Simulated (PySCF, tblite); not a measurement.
Isomers of C7H11ClSi2. Method: GFN2-xTB as coded in tblite; computed harmonic values from a numerical Hessian at the method's own geometry, unscaled. Against measured fundamentals such values can be off by several per cent, at times by over 20. Modes of hydrogen on silicon can be 10 to 20 % off. One conformer each.

Electronic energies: PBE0/pcSseg-1 single points on the GFN2-xTB geometries (PySCF, gas phase).

| SMILES | electronic energy, lowest = 0 (kJ/mol) |
| --- | --- |
| C#C[SiH2][C@@]1(Cl)[C@@H]2C[SiH2][C@H]1C2 | 110.5 |
| C#C[SiH2]/C=C/[Si@H](Cl)CC=C | 0.0 |
| C=CC1=C[SiH2]C/C(=C/Cl)[SiH2]1 | 4.7 |
| C#C[Si@@H](C#C[SiH2]Cl)C(C)C | 7.0 |
| C#C[Si@@](C#C[SiH3])(CC)CCl | 123.2 |

Task: How do GFN2-xTB zero-point energies change the relative energies?

Result: 
```tsv
SMILES	ZPE (kJ/mol)	of it from modes above 1550 cm⁻¹	electronic (kJ/mol)	with ZPE, lowest = 0 (kJ/mol)	lowest mode (cm⁻¹)	rings
C#C[SiH2]/C=C/[Si@H](Cl)CC=C	382.4	220.3	0.0	0.0	14	0
C=CC1=C[SiH2]C/C(=C/Cl)[SiH2]1	385.0	209.1	4.7	7.3	24	1
C#C[Si@@H](C#C[SiH2]Cl)C(C)C	387.2	212.6	7.0	11.8	5i	0
C#C[SiH2][C@@]1(Cl)[C@@H]2C[SiH2][C@H]1C2	391.2	194.9	110.5	119.3	27	3
C#C[Si@@](C#C[SiH3])(CC)CCl	381.7	213.0	123.2	122.5	15i	0
```

The zero-point energies span 9.5 kJ/mol, from `C#C[Si@@](C#C[SiH3])(CC)CCl` to `C#C[SiH2][C@@]1(Cl)[C@@H]2C[SiH2][C@H]1C2`. Slightly imaginary modes are left out of the zero-point energy: `C#C[Si@@H](C#C[SiH2]Cl)C(C)C` 4.7i cm⁻¹ and `C#C[Si@@](C#C[SiH3])(CC)CCl` 15.0i cm⁻¹. The order is unchanged.

Task: And how do the electronic energies of GFN2-xTB itself compare?

Result: `C#C[SiH2]/C=C/[Si@H](Cl)CC=C` 65.2; `C=CC1=C[SiH2]C/C(=C/Cl)[SiH2]1` 0.0; `C#C[Si@@H](C#C[SiH2]Cl)C(C)C` 31.9; `C#C[SiH2][C@@]1(Cl)[C@@H]2C[SiH2][C@H]1C2` 22.8; `C#C[Si@@](C#C[SiH3])(CC)CCl` 193.2 kJ/mol, lowest = 0. Against the energies above, taken from the same isomer `C#C[SiH2]/C=C/[Si@H](Cl)CC=C`, the largest difference is 152.9 kJ/mol.
